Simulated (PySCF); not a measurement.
C2H6O, charge +1, doublet, geometry from GFN2-xTB (a state made from the parent by changing its charge; the spin is typed, not shown lowest), with bond 8-2 at 1.3 times its length. Base run: PySCF with R2SCAN/STO-3G.

PySCF was given this input:
```python
from pyscf import gto, scf, dft

mol = gto.Mole()
mol.atom = '''
    C    -1.190941    0.217814    0.238911
    C     0.048038   -0.353497   -0.350387
    O     1.255792    0.082793    0.056958
    H    -2.079775   -0.236263   -0.192337
    H    -1.246845    1.305401    0.097047
    H    -1.222434    0.087661    1.328941
    H     0.063537   -1.477895   -0.287394
    H     0.037580   -0.288405   -1.813051
    H     1.256603    0.776272    0.742453
'''
mol.basis = 'sto-3g'
mol.charge = 1
mol.spin = 1
mol.verbose = 4
mol.build()

mf = dft.UKS(mol)
mf.xc = 'r2scan'
mf.kernel()
```

Variants of this job, named by their change:

```tsv
change	ΔE vs base (mEh)	SCF cycles	<S^2>
base	0.000	12	0.764
level_shift = 0.3 (with mf.max_cycle = 100)	0.000	18	0.764
init_guess = mod_huckel	0.000	13	0.764
level_shift = 0.1 (with mf.max_cycle = 100)	0.000	14	0.764
init_guess = huckel	0.000	15	0.764
solver = newton	0.000	-	0.764
conv_tol = 1e-4	0.013	6	0.764
damp = 0.5; diis_start_cycle = 5	0.000	15	0.764
diis_space = 20	0.000	11	0.764
conv_tol = 1e-11	0.000	13	0.764
conv_tol_grad = 1e-3	0.000	12	0.764
init_guess = 1e	0.000	24	0.764
level_shift = 1.0 (with mf.max_cycle = 100)	0.000	71	0.764
```

Open shells are given as the SCF converged; they aren't shown to be the lowest states, and a large step between rows can be another state.
